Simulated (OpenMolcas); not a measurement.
An OpenMolcas run meant for Mo³⁺ (ANO-RCC-VQZP, DKH2; inactive shells 1s 2s 2p 3s 3p 3d 4s 4p; intended active space 3 electrons in 10 orbitals (4d 5d)). One step of its input:

```
&RASSCF
FileOrb=start.orb
Symmetry=2
Spin=4
nActEl=3 0 0
Inactive=9 9
Ras2=10 0
CIRoot=22 22 1
SDav=120
CIMx=300
Iter=51 100
PrWF=0.3
OrbListing=Nothing
MaxOrb=0
Atom
CIOnly
>>> COPY $Project.JobIph JOB001
```

Lines from the output:

```
...
      Number of secondary orbitals              76
      Spin quantum number                      1.5
      State symmetry                             2
Orbital specifications:
      -----------------------

      Symmetry species                           1   2
                                                ag  au
      Frozen orbitals                            0   0
      Inactive orbitals                          9   9
      Active orbitals                           10   0
      RAS1 orbitals                              0   0
      RAS2 orbitals                             10   0
      RAS3 orbitals                              0   0
      Secondary orbitals                        32  44
      Deleted orbitals                           0   0
      Number of basis functions                 51  53
      Number of CSFs                             0
      Number of root(s) required                22
 ************ ERROR ***********
  You can't ask for more roots
  than there are configurations
 ******************************
--- Stop Module: rasscf at  /rc=_RC_INPUT_ERROR_ ---
.####################.
.# User input error #.
.####################.
```

Problem. What is wrong with the input?

Solution. The state symmetry names the wrong parity for these configurations.
